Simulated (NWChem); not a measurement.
System: C$_{2}$H$_{4}$ClF; SMILES C[C@@H](F)Cl

Results from NWChem. Pople sets run with spherical d functions. All runs use the structure optimised with PBE0/def2-SVP.

For level TPSS/6-31G*:

| Property | Value |
|---|---|
| highest occupied level (eV) | -7.19 |
| orbital gap (eV) | 7.25 |
| dipole (D) | 2.17 |

Question: Estimate the same quantities for level TPSS/6-311++G**.

Answer: The highest occupied level (eV) comes out as -7.45 and the orbital gap (eV) is 6.94. The dipole (D) is 2.28.
